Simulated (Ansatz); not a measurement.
Consider the formal exchange of groups at the Si–Si bond: `C=C[SiH2][SiH2]F` + `[CH3][SnH2][F]` → `[CH3][SnH]([F])[SiH2]F` + `C=C[SiH3]`.

Isolated molecules relaxed with PBE0-D4/def2-TZVP in Ansatz; ΔE leaves out vibrations. CCSD(T)/CBS is the MP2 limit (def2-TZVPP, def2-QZVPP) plus CCSD(T) − MP2 in def2-TZVPP, frozen cores. Functionals use def2-TZVPP. Elements past krypton have def2 core potentials. For Sn outer-core shells are correlated without core-valence functions, which leaves a few kJ/mol of doubt a bond. One conformer a species, not always the lowest.

```json
{"level": "PBE-D4", "ΔE (kJ/mol)": "-18.2", "difference from CCSD(T)/CBS": "4.8"}
{"level": "r2SCAN-D4", "ΔE (kJ/mol)": "-19.1", "difference from CCSD(T)/CBS": "3.9"}
{"level": "PBE0-D4", "ΔE (kJ/mol)": "-17.7", "difference from CCSD(T)/CBS": "5.3"}
{"level": "ωB97X-V", "ΔE (kJ/mol)": "-18.7", "difference from CCSD(T)/CBS": "4.3"}
{"level": "ωB97M-V", "ΔE (kJ/mol)": "-22.7", "difference from CCSD(T)/CBS": "0.3"}
{"level": "B2PLYP", "ΔE (kJ/mol)": "-23.1", "difference from CCSD(T)/CBS": "-0.1"}
{"level": "r2SCAN", "ΔE (kJ/mol)": "-19.4", "difference from CCSD(T)/CBS": "3.6"}
{"level": "PBE0", "ΔE (kJ/mol)": "-18.2", "difference from CCSD(T)/CBS": "4.8"}
{"level": "HF/def2-TZVPP", "ΔE (kJ/mol)": "-22.1", "difference from CCSD(T)/CBS": "0.9"}
{"level": "MP2/def2-TZVPP", "ΔE (kJ/mol)": "-23.4", "difference from CCSD(T)/CBS": "-0.4"}
{"level": "SCS-MP2/def2-TZVPP", "ΔE (kJ/mol)": "-23.0", "difference from CCSD(T)/CBS": "0.0"}
{"level": "CCSD(T)/def2-TZVPP", "ΔE (kJ/mol)": "-19.1", "difference from CCSD(T)/CBS": "3.9"}
{"level": "HF/def2-QZVPP", "ΔE (kJ/mol)": "-22.2", "difference from CCSD(T)/CBS": "0.8"}
{"level": "SCS-MP2/def2-QZVPP", "ΔE (kJ/mol)": "-25.0", "difference from CCSD(T)/CBS": "-2.0"}
{"level": "MP2/CBS(def2)", "ΔE (kJ/mol)": "-27.3", "difference from CCSD(T)/CBS": "-4.3"}
{"level": "CCSD/CBS(def2)", "ΔE (kJ/mol)": "-23.5", "difference from CCSD(T)/CBS": "-0.5"}
{"level": "CCSD(T)/CBS", "ΔE (kJ/mol)": "-23.0", "difference from CCSD(T)/CBS": "0"}
```

Largest T1 diagnostic among the species: 0.013.
